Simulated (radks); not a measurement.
Results of a calculation; reference values are marked as such.
Q: Radial electron density D(r) = 4 pi r^2 rho(r) of an atom or ion with 31 electrons. Level of theory: Dirac Kohn-Sham, BLYP, spin-unpolarised, spherical densities, finite nucleus; Fermi nuclear charge, rms radius of each element as measured or else 0.836 A^(1/3) + 0.57 fm (a radial shooting solver on a logarithmic mesh with Libxc functionals).

```
   r/bohr * D(r) (the largest magnitude, 64.2, reaches the edge; | marks zero)
 0.003731 |      *
 0.004781 |         *
 0.006127 |              *
 0.007914 |                    *
  0.01014 |                          *
   0.0131 |                                  *
  0.01679 |                                        *
  0.02169 |                                            *
  0.02779 |                                            *
   0.0359 |                                         *
    0.046 |                                      *
  0.05942 |                                       *
  0.07614 |                                              *
  0.09836 |                                                      *
    0.126 |                                                     *
   0.1615 |                                           *
   0.2086 |                                  *
   0.2674 |                                     *
   0.3454 |                                         *
   0.4426 |                                  *
   0.5717 |                  *
   0.7326 |       *
   0.9464 |    *
    1.213 | *
    1.567 |*
    2.007 *
    2.593 *
```

What is the nuclear charge?

A: Z = 42. The innermost maximum, from 1s, lies near gamma/Z bohr with gamma = sqrt(1 - (Z/c)^2) = 0.952, here 0.0227 bohr (found: 0.0246), and its height grows with Z. The density is that of the molybdenum ion Mo11+ in [Ar] 3d10 4s2 4p1; the configuration itself is not fixed sharply by these data, and Z only to a few units. D(r) has 3 maxima, at r = 0.0246, 0.109, 0.343 bohr, and minima at 0.0502, 0.221 bohr, inside which lie 2.07, 11.11 electrons.
